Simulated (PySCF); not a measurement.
**Trend along the alkali metals: MH cations**

PBE0 with double-zeta basis sets in PySCF, for the lowest determinant that a PBE0 search found; no spin–orbit coupling. De refers to high-spin ground-configuration atoms (the charge goes to the atom of lower measured ionisation energy or higher electron affinity, which is not always the lowest computed limit). A positive dipole points towards H; it is taken about the centre of mass and depends on that origin.

```
 M      basis  charged atom  state (unpaired electrons)  Re (Å)  ωe (cm⁻¹)  De (eV)  μ (D)
Li  def2-SVPD           Li+               doublet (σ ↑)   2.245        386     0.14  -0.72
Na    pcseg-1           Na+               doublet (σ ↑)   2.835        226     0.04  -0.28
 K  def2-SVPD            K+               doublet (σ ↑)   3.194        188     0.05  -0.02
Rb   def2-SVP           Rb+               doublet (σ ↑)   3.527        115     0.03  -0.05
Cs  def2-SVPD           Cs+               doublet (σ ↑)   3.612        151     0.04   0.18
```

The shortest bond is that of LiH⁺ (2.245 Å), the longest that of CsH⁺ (3.612 Å).

The rows differ in basis set, which adds steps of its own.

Down a group the atoms grow and get heavier, so bonds lengthen and wavenumbers fall; the exceptions here are the higher wavenumber at Cs.

Weak bonds: CsH⁺, KH⁺, LiH⁺, NaH⁺, RbH⁺. Basis-set superposition, not corrected here, can be much of De in a small basis, most of all at correlated wavefunction levels. Spin–orbit coupling is left out. For an ion De counts to the pair picked by the measured ionisation energies or electron affinities, which need not be the lowest pair at this level. States were picked by a PBE0 search and need not be the measured ground states.
